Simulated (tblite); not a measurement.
Compound: C6H10N (doublet state).
Atom-mapped SMILES: `[H]/[C:1]=[CH:2]\[C@H:3]([CH2:4][CH3:5])[N:6]=[CH2:7]` (hydrogens: H8 on C1; H9 on C2; H10 on C3; H11, H12 on C4; H13, H14, H15 on C5; H16, H17 on C7)

Structure optimised with GFN2-xTB, isolated species. This method treats the open shell by occupation alone, without spin polarisation.

Problem. What internal coordinates does the optimisation give?

Solution. 
```json
{"bond": "C1=C2", "length (Å)": "1.284"}
{"bond": "C2–C3", "length (Å)": "1.546"}
{"bond": "C3–C4", "length (Å)": "1.530"}
{"bond": "C4–C5", "length (Å)": "1.525"}
{"bond": "C3–N6", "length (Å)": "1.425"}
{"bond": "N6=C7", "length (Å)": "1.253"}
{"bond": "C1–H8", "length (Å)": "1.065"}
{"bond": "C2–H9", "length (Å)": "1.081"}
{"bond": "C3–H10", "length (Å)": "1.105"}
{"bond": "C4–H11", "length (Å)": "1.092"}
{"bond": "C4–H12", "length (Å)": "1.091"}
{"bond": "C5–H13, C5–H14, C5–H15", "length (Å)": "1.088"}
{"bond": "C7–H16", "length (Å)": "1.080"}
{"bond": "C7–H17", "length (Å)": "1.096"}
```

Bonds in one row agree within 0.01 Å and their mean is given. A selection of angles:
```json
{"angle": "C2–C1–H8", "degrees": "139.8"}
{"angle": "C1–C2–C3", "degrees": "124.8"}
{"angle": "C1–C2–H9", "degrees": "123.1"}
{"angle": "C3–C2–H9", "degrees": "112.0"}
{"angle": "C2–C3–C4", "degrees": "108.6"}
{"angle": "C2–C3–N6", "degrees": "106.3"}
{"angle": "C2–C3–H10", "degrees": "108.6"}
{"angle": "C4–C3–N6", "degrees": "110.0"}
{"angle": "C4–C3–H10", "degrees": "110.5"}
{"angle": "N6–C3–H10", "degrees": "112.7"}
{"angle": "C3–C4–C5", "degrees": "111.3"}
{"angle": "C3–C4–H11", "degrees": "108.9"}
{"angle": "C3–C4–H12", "degrees": "108.3"}
{"angle": "C5–C4–H11", "degrees": "109.9"}
{"angle": "C5–C4–H12", "degrees": "109.7"}
{"angle": "H11–C4–H12", "degrees": "108.7"}
{"angle": "C4–C5–H13", "degrees": "110.7"}
{"angle": "C4–C5–H14", "degrees": "110.3"}
{"angle": "H13–C5–H14", "degrees": "108.4"}
{"angle": "H13–C5–H15", "degrees": "108.6"}
{"angle": "C3–N6–C7", "degrees": "120.5"}
{"angle": "N6–C7–H16", "degrees": "118.4"}
{"angle": "N6–C7–H17", "degrees": "124.4"}
{"angle": "H16–C7–H17", "degrees": "117.1"}
```

Torsions: C1–C2–C3–C4 -121° (anticlinal); C2–C3–C4–C5 173° (antiperiplanar); C2–C3–N6–C7 -107° (anticlinal).

Of the pairs four or more bonds apart, H10···H17 is among the closest relative to their van der Waals radii: 2.30 Å, 96 % of the sum of Bondi's values. C7 (carbon bonded to N and 2 H) is planar (angles 124.4°, 118.4° and 117.1°, sum 360.0°, 0.00 Å off the plane of its three neighbours). C1 (carbon bonded to C and H) is bent (angle 139.8°). The C–C distances run from 1.284 Å (C1=C2, drawn double) to 1.546 Å (C2–C3, drawn single), a spread of 0.262 Å. The C–N distances run from 1.253 Å (N6=C7, drawn double) to 1.425 Å (C3–N6, drawn single), a spread of 0.172 Å. C2 (carbon bonded to 2 C and H) is planar (angles 124.8°, 123.1° and 112.0°, sum 360.0°, 0.00 Å off the plane of its three neighbours).

Point group: C1 (no symmetry element, even within 0.4 Å). Its GFN2-xTB frequencies are all real (lowest 56 cm⁻¹).

On one thread of an Arm Neoverse V1, shared host, this took 0.43 s of wall time. These figures are those of the optimisation.

One conformer stands for the species.

All values are computed, not measured.
